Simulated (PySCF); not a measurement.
H₂Sb, SMILES [SbH2], multiplicity 2. Atoms are numbered in the order given.

```xyz
3

Sb     0.0000     0.0000     0.0463
H      0.0000    -1.2181    -1.1800
H      0.0000     1.2181    -1.1800
```
Charge 0, spin multiplicity 2.

The structure is a stationary point at PBE-D3(BJ)/def2-TZVPD. The isomer is the one that the SMILES or the coordinates give; other isomers of the formula were not compared. The def2 effective core potentials stand for the cores of Sb; spin–orbit coupling is left out.

All values below come from IEF-PCM-PBE0/def2-TZVPD run with PySCF.

The values are the electrostatic part of the solvation free energy, E(continuum) − E(gas) at the gas-phase geometry, in a cavity of scaled van der Waals radii (PySCF's table); cavitation and dispersion terms are not included. A continuum can't describe solvent molecules that bind to the metal. The dipole moment in vacuum is 0.34 D.

```tsv
solvent	ε	ΔG(elec) (kcal/mol)	dipole (D)
water	78.36	-0.2	0.45
toluene	2.37	-0.1	0.38
ethanol	24.85	-0.2	0.45
```
